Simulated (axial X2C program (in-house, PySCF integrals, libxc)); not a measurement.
Spin–orbit effects down a group: molecules with Ge, PBE0

Calculated with an in-house all-electron X2C program for linear molecules (integrals from PySCF), spin-free (one-electron X2C) or two-component (2c: spin–orbit coupling with atomic mean-field Coulomb and Gaunt terms, which also bring small scalar terms), in Dyall basis sets with cores contracted in-house; open shells are unrestricted.

Basis sets: Be dyall-cv3z, Ca dyall-cv3z, Ge dyall-cv3z, Mg dyall-cv3z, Sr dyall-cv3z.

```csv
molecule,spin-free state,Re (Å),ωe (cm⁻¹),De (eV),2c state,Re 2c (Å),ωe 2c (cm⁻¹),De 2c (eV)
BeGe,"M_S = 1, Λ = 0",2.160,509.3,1.51,Ω = 1,2.161,507.9,n/a
MgGe,"M_S = 1, Λ = 0",2.581,254.1,1.07,Ω = 1,2.582,253.5,n/a
CaGe,"M_S = 1, Λ = 0",2.813,214.9,1.57,Ω = 1,2.813,214.6,n/a
SrGe,"M_S = 1, Λ = 0",2.962,163.9,1.57,Ω = 1,2.963,163.7,n/a
```

Q: Work out the shifts from the spin-free to the two-component result.

A: 

| molecule | 2c state | ΔRe (Å) | Δωe (cm⁻¹) | ΔDe (eV) |
| --- | --- | --- | --- | --- |
| BeGe | Ω = 1 | 0.001 | -1.4 | n/a |
| MgGe | Ω = 1 | 0.001 | -0.6 | n/a |
| CaGe | Ω = 1 | 0.000 | -0.3 | n/a |
| SrGe | Ω = 1 | 0.001 | -0.2 | n/a |

Shifts of one unit in the last digit are rounding.

Each entry is the lowest single determinant of a limited PBE0 search at one distance. De goes to single-determinant-based atoms at the same level (for ions the charge split of lowest energy) and is withheld (n/a) where an atom does not fit its ground term or J level. Main or longest-lived isotopes. One determinant is a doubtful description, or other states lie close, for BeGe, MgGe, CaGe, SrGe; these need not be ground states, and all values refer to the states named. Some open-shell Ω = 0 determinants are out of reach, so the Ω given for BeGe, MgGe, CaGe, SrGe need not be the lowest component. With several unpaired electrons the Ω given is that of one determinant, not necessarily of the lowest component. The functionals have no current term, which raises determinants with orbital currents.
